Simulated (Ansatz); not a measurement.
```yaml
crystal:
  periodic: [false, false, false]
  atoms:
    - {symbol: Ga, position_ang: [-2.333553, 0.874906, 2.389179]}
    - {symbol: Ga, position_ang: [0.335133, 0.911065, -1.098086]}
    - {symbol: Ga, position_ang: [0.369454, -0.549276, 1.817628]}
    - {symbol: Ga, position_ang: [1.040970, -0.027957, -4.872966]}
    - {symbol: Ga, position_ang: [-1.303704, -2.242486, 4.005035]}
    - {symbol: Ga, position_ang: [2.165943, -1.848861, -1.945748]}
    - {symbol: S, position_ang: [-0.089746, 1.825210, 2.172292]}
    - {symbol: S, position_ang: [-1.839048, -1.094583, 1.352621]}
    - {symbol: S, position_ang: [0.963761, -1.436392, 3.747861]}
    - {symbol: S, position_ang: [-1.285929, -0.513690, -1.915894]}
    - {symbol: S, position_ang: [1.555423, 1.671094, -2.985050]}
    - {symbol: S, position_ang: [1.862814, -0.377453, 0.034990]}
    - {symbol: S, position_ang: [-0.033874, -1.679086, -3.113384]}
    - {symbol: S, position_ang: [-0.550276, 2.567238, 0.206251]}
    - {symbol: S, position_ang: [-3.919017, 1.773582, 3.399308]}
    - {symbol: S, position_ang: [3.061658, 0.146710, -3.194028]}
basis:
  gaussian: {orbitals: def2-SVP, initial_orbitals: start.molden}
total_charge: -1
magnetization: {spin_polarized: true, initial_magnetization: 1}
hamiltonian: {xc: pbe}
correlation: {method: rpa}
scf: {omitted_lower_state_checks: [starts]}
```

The file start.molden holds the orbitals of an earlier run on this structure, at another level or in another basis.

```sh
$ ansatz run in.yaml --threads 2 --pin off --events-out ev --progress --plain --max-ram 20480MiB --backend cuda --devices 0, --max-vram 18GiB
```

Output, abridged:

```
Functional definition: PBE
3500 factors; integrals over basis functions are off by at most 1.1e-3 eV
mean field evaluation 1: about -422471.4796 eV, gradient 1.4e1 eV
mean field evaluation 2: about -422472.3461 eV, gradient 9.4e-1 eV
mean field evaluation 4: about -422472.3834 eV, gradient 6.0e-1 eV
mean field evaluation 8: about -422472.3897 eV, gradient 3.9e-2 eV
mean field -422472.38970336 eV, -15525.5739595276 hartree, gradient 4.1e-6 eV, S^2 0.752726; 0 other end points of the search recorded, 0 dependent functions left out
104 core orbitals not correlated: weight in the atoms' cores, before any rotation towards them, 1.000 or more for the frozen orbitals, at most 0.000 for the correlated occupied ones
reference -422112.86040971 eV, -15512.3615016836 hartree; 70, 69 occupied and 198, 199 virtual orbitals, 3500 factors
Error: the energy between an occupied orbital and the lowest state that it is excited into in its spin channel is -0.0087 eV and must be positive: a state without a gap has no random-phase energy
```

Q: Can the result of this run be used?

A: No. The run stopped with an error. The reference has no gap: an occupied orbital lies above an empty one, and the correlation energy can't be formed.
